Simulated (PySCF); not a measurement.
## RbS⁺ from Hartree–Fock to correlated methods

State: ³Σ⁻ (triplet), unpaired electrons π ↑↑. Set-up: basis Rb def2-SVPD with ECP28, S def2-SVPD; scalar-relativistic core potentials; PySCF 2.14. De refers to Rb⁺ + S in their high-spin ground configurations, without counterpoise correction. The functionals are run spin-unrestricted. A positive dipole points towards S; it is taken about the centre of mass and depends on that origin.

```
      Level  Re (Å)  ωe (cm⁻¹)  De (eV)  μ (D)  CPU s a point (SCF and correlation, without the integrals)
        UHF   3.672       81.7    0.246  -3.67                                                        0.13
    UHF-MP2   3.581       90.7    0.297    n/a                                                        0.25
UHF-SCS-MP2   3.598       89.0    0.289    n/a                                                         n/a
   UHF-CCSD   3.587       90.4    0.296    n/a                                                         n/a
UHF-CCSD(T)   3.585       90.8    0.300    n/a                                                         7.6
        PBE   3.562       89.4    0.304  -3.23                                                        0.51
     r²SCAN   3.574       89.9    0.287  -3.37                                                        0.68
      M06-L   3.568       91.0    0.266  -3.43                                                        0.68
      TPSSh   3.576       86.3    0.282  -3.34                                                        0.78
       PBE0   3.546       90.7    0.295  -3.30                                                        0.81
     M06-2X   3.493        100    0.313  -3.22                                                        0.76
    LC-ωPBE   3.551       88.7    0.273  -3.40                                                        0.54
```

The bond length runs from 3.493 Å (M06-2X) to 3.672 Å (UHF). De spans 0.25 eV (UHF, mean field) to 0.31 eV (M06-2X, hybrid meta-GGA). Correlation at CCSD(T) changes the Hartree–Fock bond energy by +0.05 eV; the triples alone change it by +0.00 eV.

Correlated steps freeze 5 core orbitals. The bond is weak. Basis-set superposition, not corrected here, can be much of De in a small basis, most of all at correlated wavefunction levels. Spin–orbit coupling is left out. For an ion De counts to the pair picked by the measured ionisation energies or electron affinities, which need not be the lowest pair at this level. The state is the lowest determinant that a PBE0 search found; another state may lie lower at other levels.

The whole job (state search and all levels along the bond) took about 2.6 min on 1 thread of Arm Neoverse V1 (shared host), peak memory 0.74 GiB.
